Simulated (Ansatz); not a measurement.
The first iterations of a band of FGeH6N2P (11 atoms, charge 0, multiplicity 1).

Theory: RKS PBE0-D4/def2-SVP in Ansatz 0.2.0.

```
movable images  : 9
climbing image  : yes
spring          : 5.0 eV/Å²
optimiser       : quadratic models (default)
start path      : through a guess of the saddle point
force threshold : 0.05 eV/Å
iteration limit : 60
end points      : relaxed
```

Image 0:

```xyz
11
Properties=species:S:1:pos:R:3
N -1.287 0.982 0.493
P 0.410 0.821 0.678
N 0.802 -0.683 1.409
Ge 0.685 0.068 -1.484
F -0.548 -1.195 -1.602
H -1.785 1.469 1.231
H -1.824 0.208 0.108
H 0.310 -1.524 1.117
H 0.945 -0.664 2.414
H 2.025 -0.636 -1.770
H 0.331 1.098 -2.572
```

Image 10:

```xyz
11
Properties=species:S:1:pos:R:3
N -1.387 1.269 0.230
P 0.088 0.498 -0.006
N 0.515 -0.597 1.169
Ge -0.038 -0.941 -2.028
F 0.654 -2.256 -0.966
H -1.555 1.798 1.081
H -2.202 0.734 -0.057
H 0.710 -1.526 0.787
H 0.970 -0.352 2.040
H 1.370 -0.294 -2.442
H 0.940 1.611 0.211
```

| iteration | highest image above the first end (eV) | largest band force component (eV/Å) |
| --- | --- | --- |
| 1 | 13.741 | 58.623 |
| 2 | 3.453 | 5.834 |
| 3 | 3.260 | 2.992 |
| 4 | 2.842 | 1.946 |
| 5 | 2.557 | 1.465 |
| 6 | 2.288 | 1.023 |
| 7 | 2.176 | 0.745 |
| 8 | 2.031 | 0.839 |
| 9 | 1.995 | 0.680 |

Question: Does the band converge within its limit, and where does its top end?

Answer: It converged. It ended after 27 iterations with the highest image 2.227 eV above the first end. The profile has 2 maxima (images 1, 5) with wells between them (image 3): this band takes more than one step, which may be the mechanism or a detour left from its start path. Neighbouring images differ by up to 1.5 eV, so the band resolves the path poorly. A vibrational analysis at the climbing image gives one clearly imaginary mode, 819i cm⁻¹: a first-order saddle point. The orbitals stay closed-shell, which can raise the energy where a bond breaks towards radicals; this wasn't checked here.

Run time: 17 min on 2 threads of Arm Neoverse V1, on a shared host, peak memory 0.33 GiB.
